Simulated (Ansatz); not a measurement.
Born–Oppenheimer molecular dynamics of GaH4N (6 atoms, charge 0, multiplicity 1). It starts at the highest image of a converged band. Of that band: Beside the main top the profile has a ripple of under 15 meV (maxima at images 2, 6), which may be a very shallow well or noise. Neighbouring images differ by up to 2.3 eV, so the band resolves the path poorly. A vibrational analysis at the climbing image gives one clearly imaginary mode, 1333i cm⁻¹: a first-order saddle point.

Method: RKS B3LYP-D4/def2-SVP in Ansatz.

- ensemble: NVE (velocity Verlet)
- time step: 0.5 fs
- steps asked: 200
- starting velocities drawn for: 100 K
- seed: 6116

First frame:

```xyz
6
Properties=species:S:1:pos:R:3
Ga 0.371 0.200 -0.605
H 0.402 -0.233 1.251
H 1.525 0.129 0.404
N -1.401 0.005 -0.863
H -2.065 -0.260 -0.146
H -1.826 0.158 -1.770
```

(1) How far do the bonds stretch over the last three quarters of this one trajectory? (Pairs bonded in most of those frames.)

## Answers

(1) 
```
  bond  mean (Å)  spread (Å)  shortest  longest
Ga1–H2     1.627       0.117      1.47     1.89
Ga1–H3     1.668       0.150      1.37     1.92
Ga1–N4     1.845       0.060      1.74     1.98
 N4–H5     1.027       0.019      0.99     1.08
 N4–H6     1.028       0.024      0.99     1.10
```

Mean temperature of the second half: 2745 K. The conserved energy stayed within 0.56 meV per atom of its start (net change -0.16 meV per atom), so the integration is sound. The system heated up, since it started high on the potential surface and ran downhill. A run of 0.1 ps of so small a system gives no equilibrium averages. The orbitals stay closed-shell, which can raise the energy where a bond breaks towards radicals; this wasn't checked here.

Run time: 5.1 min on 1 thread of Arm Neoverse V2 (shared host), peak memory 0.12 GiB.
